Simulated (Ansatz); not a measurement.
Start from `C[O][W]([OH])([OH])([OH])([Cl])[O]C` and change one atom or group to get `C[O][W]([OH])([OH])([OH])([OH])[Cl]`.

Ansatz, PBE0-D4/def2-TZVP geometries, multiplicity 1. Each molecule was computed in one conformer, which needn't be the lowest.

Elements past krypton have def2 core potentials.

| property | `C[O][W]([OH])([OH])([OH])([Cl])[O]C` |
| --- | --- |
| HOMO–LUMO gap (PBE/def2-TZVPP) / eV | 3.43 |
| LUMO energy (PBE/def2-TZVPP) / eV | -3.21 |
| LUMO energy (ωB97M-V/def2-TZVPP) / eV | -0.56 |
| LUMO energy (PBE0/def2-TZVPP) / eV | -2.57 |
| HOMO–LUMO gap (PBE0/def2-TZVPP) / eV | 5.52 |
| HOMO energy (PBE/def2-TZVPP) / eV | -6.64 |

**Question.** Give the same properties after the change, and the shifts. (An estimate is asked.)

**Answer.** Ansatz gave: 
```
                             property  `C[O][W]([OH])([OH])([OH])([OH])[Cl]`  shift
  HOMO–LUMO gap (PBE/def2-TZVPP) / eV                                   3.35  -0.08
    LUMO energy (PBE/def2-TZVPP) / eV                                  -3.25  -0.04
LUMO energy (ωB97M-V/def2-TZVPP) / eV                                  -0.60  -0.04
   LUMO energy (PBE0/def2-TZVPP) / eV                                  -2.63  -0.06
 HOMO–LUMO gap (PBE0/def2-TZVPP) / eV                                   5.44  -0.08
    HOMO energy (PBE/def2-TZVPP) / eV                                  -6.61   0.03
```
